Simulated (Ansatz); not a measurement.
Basis-set series for `FC(F)C[SiH3]`. The species carries charge 0 and has multiplicity 1. All single points use the PBE0-D4/def2-TZVP geometry. It is one conformer, not always the lowest.

```csv
functional,basis,functions,energy (Eh),HOMO (eV),LUMO (eV)
PBE0-D4,def2-SVP,104,-568.29174,-9.41,1.03
PBE0-D4,def2-TZVPP,250,-568.72574,-9.49,0.52
ωB97M-V,def2-SVP,104,-568.56851,-11.70,2.83
ωB97M-V,def2-TZVPP,250,-569.01364,-11.78,2.04
```

Give the rows for def2-QZVPP. (Best estimate.)

Computed: 
```csv
functional,basis,functions,energy (Eh),HOMO (eV),LUMO (eV)
PBE0-D4,def2-QZVPP,478,-568.75023,-9.51,0.28
ωB97M-V,def2-QZVPP,478,-569.03674,-11.80,1.55
```

Positive LUMOs are unbound and depend on the basis.
